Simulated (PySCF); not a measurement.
The dipole of `C1C(C1)N(C[SiH3])C[SiH2]F` from its density and from atomic charges.

Coordinates (GFN2-xTB, Å) and charges (e) from the PBE0/pcSseg-1 density (PySCF):

| atom | x | y | z | Mulliken | IAO | Hirshfeld | ESP-fitted |
| --- | --- | --- | --- | --- | --- | --- | --- |
| F1 | 2.862 | 1.804 | -0.153 | -0.4381 | -0.5459 | -0.2070 | -0.3080 |
| Si2 | 2.574 | 0.266 | 0.251 | +0.8925 | +1.0363 | +0.4164 | +0.6274 |
| C3 | 0.836 | 0.186 | 1.057 | -0.3280 | -0.4449 | -0.1151 | -0.3480 |
| N4 | -0.319 | -0.029 | 0.200 | -0.5551 | -0.2412 | -0.0880 | -0.2773 |
| C5 | -0.425 | 0.937 | -0.879 | -0.3175 | -0.4215 | -0.1136 | -0.1551 |
| Si6 | -0.797 | 2.700 | -0.255 | +0.4751 | +0.5920 | +0.3071 | +0.3984 |
| C7 | -0.401 | -1.377 | -0.270 | -0.1086 | -0.0402 | -0.0029 | +0.1233 |
| C8 | -1.765 | -1.943 | -0.521 | -0.1811 | -0.2956 | -0.0908 | -0.4061 |
| C9 | -0.968 | -2.407 | 0.660 | -0.1849 | -0.2996 | -0.0931 | -0.2635 |
| H10 | 2.740 | -0.462 | -0.998 | -0.1199 | -0.1445 | -0.0763 | -0.1095 |
| H11 | 3.603 | -0.059 | 1.227 | -0.1208 | -0.1412 | -0.0784 | -0.1198 |
| H12 | 0.822 | -0.611 | 1.805 | +0.1480 | +0.1563 | +0.0426 | +0.1278 |
| H13 | 0.667 | 1.124 | 1.598 | +0.1647 | +0.1515 | +0.0424 | +0.1654 |
| H14 | 0.480 | 0.933 | -1.513 | +0.1239 | +0.1091 | +0.0245 | +0.0697 |
| H15 | -1.250 | 0.611 | -1.518 | +0.1467 | +0.1542 | +0.0426 | +0.0981 |
| H16 | -1.793 | 2.608 | 0.814 | -0.0716 | -0.1147 | -0.0773 | -0.1031 |
| H17 | 0.407 | 3.373 | 0.235 | -0.0615 | -0.1111 | -0.0752 | -0.0916 |
| H18 | -1.335 | 3.456 | -1.390 | -0.0878 | -0.1156 | -0.0784 | -0.1114 |
| H19 | 0.403 | -1.700 | -0.939 | +0.1052 | +0.1093 | +0.0296 | +0.0778 |
| H20 | -1.902 | -2.614 | -1.356 | +0.1272 | +0.1491 | +0.0476 | +0.1612 |
| H21 | -2.609 | -1.299 | -0.328 | +0.1321 | +0.1553 | +0.0487 | +0.1797 |
| H22 | -1.287 | -2.070 | 1.634 | +0.1330 | +0.1546 | +0.0480 | +0.1392 |
| H23 | -0.548 | -3.401 | 0.650 | +0.1265 | +0.1484 | +0.0467 | +0.1253 |

Question: Compute μ = Σ q r for each scheme (1 e·Å = 4.803 D) and compare with the dipole of the full density.

Answer: The full density gives (-0.45, -2.09, 0.14) D, 2.15 D in size; dipole vectors point from the negative to the positive end.

```
    scheme     μx     μy    μz  size (D)  share of the full size (%)  angle to the full dipole (°)
  Mulliken   0.12  -1.87  0.57      1.96                          91                            21
       IAO  -0.38  -2.69  0.69      2.80                         130                            11
 Hirshfeld  -0.40  -1.28  0.27      1.37                          64                             9
ESP-fitted  -0.47  -2.09  0.15      2.15                         100                             1
```

Question: Which set comes closest?

Answer: Length of the difference vector: ESP-fitted 0.02 D, Mulliken 0.75 D, IAO 0.81 D, Hirshfeld 0.83 D. Closest: ESP-fitted. 

Question: What is left for the Hirshfeld atoms' own dipoles?

Answer: The shares of the density sum to the whole, so what Σ q r misses lies in dipoles about the nuclei. The atomic dipoles sum to (-0.45, -2.09, 0.14) − (-0.40, -1.28, 0.27) = (-0.05, -0.81, -0.13) D, 0.83 D in size.

Question: With the origin at the mean of the coordinates, (0.000, 0.001, 0.000) Å, which are the largest single terms, by size, of the Hirshfeld dipole along the direction of the full one?

Answer: Si6 -3.66, F1 +2.36, Si2 -1.57, H17 +1.21, H18 +1.20 D; all 23 atoms together +1.35 D. The single terms depend on the origin, their sum doesn't.

Question: Give the size of the full dipole in other units.

Answer: 2.15 D = 0.844 au = 0.447 e·Å = 7.16 × 10⁻³⁰ C·m.

Geometry: GFN2-xTB, one conformer, isolated molecule.

The values belong to the conformer `[F:1][SiH2:2][CH2:3][N:4]([CH2:5][SiH3:6])[CH:7]1[CH2:8][CH2:9]1`: F1–Si2–C3–N4 89°, Si2–C3–N4–C5 -55°, C3–N4–C5–Si6 -67°, C3–N4–C7–C8 149°.
